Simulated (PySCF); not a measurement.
Gas-phase reaction: AsH3 + O → AsH2 + OH. Level: ωB97M-V/def2-TZVP†; standard pressure 1 bar.

Energies from PySCF, thermal terms from the rigid-rotor harmonic-oscillator model, ideal gas at 1 bar. † marks an energy on the PBE0/def2-TZVP geometry and frequencies. Open shells (unrestricted): O (multiplicity 3, electronic degeneracy 9), AsH2 (multiplicity 2), OH (multiplicity 2, electronic degeneracy 4); the rest are closed-shell singlets. Spin-orbit splitting is ignored; it lowers the true energy and changes the entropy of O, OH. As: all electrons, no relativistic terms. AsH2: computed as isolated molecules; such fragments, hydroxides, amides, oligomers or adducts are transient or little studied in the gas. The harmonic model lacks anharmonicity and excited electronic states, which grow with temperature; levels with a mode under 35 cm⁻¹ are left out.

```tsv
T (K)	1000/T (1/K)	log10 K
600	1.6667	11.30
800	1.2500	8.79
1000	1.0000	?
1200	0.8333	6.25
1400	0.7143	5.50
1600	0.6250	4.94
```

Question: Fit log10 K = a + b·(1000/T) to the five rows, get the mean ΔH° and ΔS°, and predict log10 K at 1000 K.

Answer: Means: 1000/T = 1.0179, log10 K = 7.356. Sums of products about the means: Sxy = 4.60859, Sxx = 0.755432, so b = Sxy/Sxx = 6.10 and a = 7.356 − (6.10)×1.0179 = 1.15.
ΔH° = −R ln 10 × 1000 K × b = −19.145 × (6.10) = -117 kJ; ΔS° = R ln 10 × a = 22 J/K. The run's own values go from -115 kJ and 25 J/K at 600 K to -123 kJ and 18 J/K at 1600 K.
Prediction at 1000 K: 1.15 + (6.10)×1.0000 = 7.25. The computed value is 7.28, 0.03 from the line.
For scale, ΔH°(298 K) is -115 kJ at this level, -110 kJ at ωB97X-V/def2-TZVP†, and runs from -141 to -31 kJ over the 19 levels computed.
